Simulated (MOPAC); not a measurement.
MOPAC input (PM3):

```
PM3 FORCE THERMO(298,298) PRECISE LET UHF MS=0.5 GEO-OK AUX(PRECISION=9) THREADS=1
C3H10GeN

C     2.73285527 1    0.55796926 1   -0.77908175 1
C     1.61885516 1    0.14332052 1    0.08136107 1
N     0.30331479 1    0.34012619 1   -0.55066245 1
C    -0.15572426 1    1.72163979 1   -0.65976665 1
Ge   -0.97349401 1   -0.64104995 1    0.40951188 1
H     3.75243521 1    0.44725589 1   -0.43197521 1
H     2.58837295 1    0.94284361 1   -1.78076417 1
H     1.71493699 1   -0.94201810 1    0.30025945 1
H     1.70185927 1    0.67699948 1    1.05625262 1
H    -0.20099813 1    2.25266735 1    0.30435916 1
H    -1.15793183 1    1.71695775 1   -1.10676021 1
H     0.52043128 1    2.28165511 1   -1.32137393 1
H    -0.57964655 1   -2.09995155 1    0.45065343 1
H    -2.31259468 1   -0.53915873 1   -0.28501607 1
H    -1.15732859 1   -0.17226771 1    1.83345464 1
```

Output:

```
 *******************************************************************************
 **                                                                           **
 **                              MOPAC v23.2.5                                **
 **                                                                           **
 *******************************************************************************
 ** MOPAC's Digital Object Identifier: https://doi.org/10.5281/zenodo.6511958 **
 **                                                                           **
 ** Please cite the open-source release paper for use of this MOPAC version:  **
 ** J. E. Moussa and J. J. P. Stewart (2026)                                  **
 ** MOPAC: An open-source semiempirical molecular orbital program             **
 ** J. Open Source Softw., 11(119), 8025, https://doi.org/10.21105/joss.08025 **
 *******************************************************************************

                              PM3 CALCULATION RESULTS

 *******************************************************************************
 *  PM3        - The PM3 Hamiltonian to be used
 *  GEO-OK     - OVERRIDE INTERATOMIC DISTANCE AND OTHER SAFETY CHECKS
 *  UHF        - UNRESTRICTED HARTREE-FOCK CALCULATION
 *  MS=        - IN MECI, MAGNETIC COMPONENT OF SPIN =  0.5
 *  LET        - OVERRIDE SOME SAFETY CHECKS
 *  PRECISE    - TIGHTER CRITERIA TO BE USED
 *  FORCE      - FORCE CALCULATION SPECIFIED
 *  AUX        - OUTPUT AUXILIARY INFORMATION
 *  THERMO     - THERMODYNAMIC QUANTITIES TO BE CALCULATED
 *******************************************************************************
PM3 FORCE THERMO(298,298) PRECISE LET UHF MS=0.5 GEO-OK AUX(PRECISION=9) THREADS=1
 C3H10GeN

   ATOM   CHEMICAL          X               Y               Z
  NUMBER   SYMBOL      (ANGSTROMS)     (ANGSTROMS)     (ANGSTROMS)

     1       C          2.73285527  *   0.55796926  *  -0.77908175  *
     2       C          1.61885516  *   0.14332052  *   0.08136107  *
     3       N          0.30331479  *   0.34012619  *  -0.55066245  *
     4       C         -0.15572426  *   1.72163979  *  -0.65976665  *
     5      Ge         -0.97349401  *  -0.64104995  *   0.40951188  *
     6       H          3.75243521  *   0.44725589  *  -0.43197521  *
     7       H          2.58837295  *   0.94284361  *  -1.78076417  *
     8       H          1.71493699  *  -0.94201810  *   0.30025945  *
     9       H          1.70185927  *   0.67699948  *   1.05625262  *
    10       H         -0.20099813  *   2.25266735  *   0.30435916  *
    11       H         -1.15793183  *   1.71695775  *  -1.10676021  *
    12       H          0.52043128  *   2.28165511  *  -1.32137393  *
    13       H         -0.57964655  *  -2.09995155  *   0.45065343  *
    14       H         -2.31259468  *  -0.53915873  *  -0.28501607  *
    15       H         -1.15732859  *  -0.17226771  *   1.83345464  *

          CARTESIAN COORDINATES

    NO.       ATOM           X           Y           Z

     1         C          2.7329      0.5580     -0.7791
     2         C          1.6189      0.1433      0.0814
     3         N          0.3033      0.3401     -0.5507
     4         C         -0.1557      1.7216     -0.6598
     5        Ge         -0.9735     -0.6410      0.4095
     6         H          3.7524      0.4473     -0.4320
     7         H          2.5884      0.9428     -1.7808
     8         H          1.7149     -0.9420      0.3003
[...]
 REDUCED MASS        0.6287         N  3 -- C  4          +1.0% ( 10.5%)      1.5%
 EFFECTIVE MASS      1.5110
 FORCE CONSTANT      3.3793

 VIBRATION         36   36A           ATOM PAIR      ENERGY CONTRIBUTION    RADIAL
 FREQUENCY          3053.60         C  4 -- H 11         +48.5% ( 72.2%)     97.6%
 TRANSITION DIPOLE   0.0957         C  4 -- H 12         +43.5% ( 68.4%)     95.3%
 TRAVEL (Ang.)       0.2157         C  4 -- H 10          +5.8% ( 25.1%)     55.6%
 REDUCED MASS        0.4745         N  3 -- C  4          +1.1% ( 10.9%)      0.5%
 EFFECTIVE MASS      1.5314
 FORCE CONSTANT      2.6066

 VIBRATION         37   37A           ATOM PAIR      ENERGY CONTRIBUTION    RADIAL
 FREQUENCY          3120.05         C  4 -- H 11         +48.6% ( 67.5%)     98.8%
 TRANSITION DIPOLE   0.0762         C  4 -- H 12         +33.7% ( 56.2%)     97.0%
 TRAVEL (Ang.)       0.2423         C  4 -- H 10         +17.0% ( 39.9%)     92.2%
 REDUCED MASS        0.3682         N  3 -- C  4          +0.3% (  5.5%)     80.9%
 EFFECTIVE MASS      1.1443
 FORCE CONSTANT      2.1118

 VIBRATION         38   38A           ATOM PAIR      ENERGY CONTRIBUTION    RADIAL
 FREQUENCY          3144.51         C  1 -- H  6         +55.0% ( 73.8%)     96.6%
 TRANSITION DIPOLE   0.1987         C  1 -- H  7         +44.3% ( 66.3%)     94.6%
 TRAVEL (Ang.)       0.2096         C  1 -- C  2          +0.6% (  7.8%)     98.8%
 REDUCED MASS        0.4883
 EFFECTIVE MASS      1.2610
 FORCE CONSTANT      2.8445

 VIBRATION         39   39A           ATOM PAIR      ENERGY CONTRIBUTION    RADIAL
 FREQUENCY          3182.14         C  1 -- H  7         +54.4% ( 75.4%)     97.9%
 TRANSITION DIPOLE   0.2268         C  1 -- H  6         +44.3% ( 68.0%)     96.7%
 TRAVEL (Ang.)       0.1980         C  1 -- C  2          +1.3% ( 11.6%)      0.3%
 REDUCED MASS        0.5406
 EFFECTIVE MASS      1.6086
 FORCE CONSTANT      3.2253

      SYMMETRY NUMBER FOR POINT-GROUP C1  =  1

          SYSTEM IS A GROUND STATE

 C3H10GeN

          MOLECULE IS NOT LINEAR

          THERE ARE 39 GENUINE VIBRATIONS IN THIS SYSTEM
          THIS THERMODYNAMICS CALCULATION IS LIMITED TO
          MOLECULES WHICH HAVE NO INTERNAL ROTATIONS

                    CALCULATED THERMODYNAMIC PROPERTIES
                                          *
   TEMP. (K)   PARTITION FUNCTION   H.O.F.    ENTHALPY  HEAT CAPACITY ENTROPY
                                   KCAL/MOL   CAL/MOLE    CAL/K/MOL  CAL/K/MOL

 298.00  VIB.     0.1901D+03                  3693.7018    24.5231    22.8226
         ROT.     0.2158D+06                   888.2803     2.9808    27.3883
         INT.     0.4103D+08                  4581.9821    27.5040    50.2109
         TRA.     0.1478D+28                  1480.4672     4.9680    40.5593
         TOT.                       38.378    6062.4493    32.4720    90.7702

   *: NOTE: HEATS OF FORMATION ARE RELATIVE TO THE
            ELEMENTS IN THEIR STANDARD STATE AT 298K
              (=  Standard Enthalpy of Formation).

            Hvib:  Zero-point energy is not included.
                   frequencies of less than zero cm-1 are not included.
            Hrot = (3/2)RT
            Htra = (3/2)RT + pV = (5/2)RT

            Heat capacity is Cp, not Cv

          For more information, see: HTTP://OpenMOPAC.net/Manual/thermochemistry.html

           FORCE CONSTANT IN CARTESIAN COORDINATES (Millidynes/A)

    ATOM   CHEMICAL       X               Y               Z
   NUMBER   SYMBOL  FORCE CONSTANT  FORCE CONSTANT  FORCE CONSTANT

      1       C        9.579192        9.152293        0.937202
      2       C        9.037912        8.365862        7.530615
      3       N        6.012973        6.667914        5.815150
      4       C        8.233891        8.440303        8.472364
      5      Ge        5.071101        3.225217        3.293220
      6       H        1.892654        4.284767        0.096434
      7       H        2.155639        4.068676        0.107128
      8       H        1.048169        1.406526        3.533961
      9       H        1.006255        1.747973        3.117004
     10       H        1.417192        1.751391        3.264270
     11       H        1.621241        4.181594        0.743658
     12       H        4.963457        0.747443        0.811851
     13       H        0.259156        0.576963        1.769052
     14       H        0.531071        1.868528        0.200535
     15       H        0.836553        0.702370        1.033842

 **********************
 *                    *
 * JOB ENDED NORMALLY *
 *                    *
 **********************

 == MOPAC DONE ==
```
